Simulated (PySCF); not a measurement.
Write Cartesian coordinates for `[SiH3]C[SiH2]P` as optimised with PBE0-D3(BJ)/def2-SVP.

```
atom  x, y, z in Å
Si1   -2.2035   -0.4096   -0.2749
C2    -0.4871   -0.8274    0.3778
Si3    0.9208    0.1372   -0.4131
P4     2.8945   -0.5786    0.4476
H5    -2.5137    1.0316   -0.0244
H6    -3.2465   -1.2437    0.3986
H7    -2.2730   -0.6584   -1.7476
H8    -0.4740   -0.6474    1.4670
H9    -0.3011   -1.9050    0.2294
H10    0.9651   -0.1298   -1.8842
H11    0.7090    1.6054   -0.2134
H12    2.7263    0.1365    1.6741
H13    3.6510    0.4679   -0.1624
```

Orientation and origin are arbitrary. Atoms count from 1 in this order. Si3 (SiH2 silicon) is tetrahedral (angles from 106.9° to 112.5°). The 4 heavy atoms lie in one plane (0.020 Å rms). P4 (three-coordinate phosphorus) is pyramidal (angles 93.9°, 93.7° and 93.6°, sum 281.2°, 0.86 Å off the plane of its three neighbours). Si1 (SiH3 silicon) is tetrahedral (angles from 108.4° to 110.8°).

Bonds between heavy atoms (Å): Si1–C2 1.883, C2–Si3 1.881, Si3–P4 2.269.

The calculation used PySCF 2.14.0, PBE0-D3(BJ)/def2-SVP geometry optimisation, gas phase.

Whether it is a minimum is left open (no frequencies). One conformer, not necessarily the lowest (Si1–C2–Si3–P4 -178°, C2–Si3–P4–H -77° and -171°).
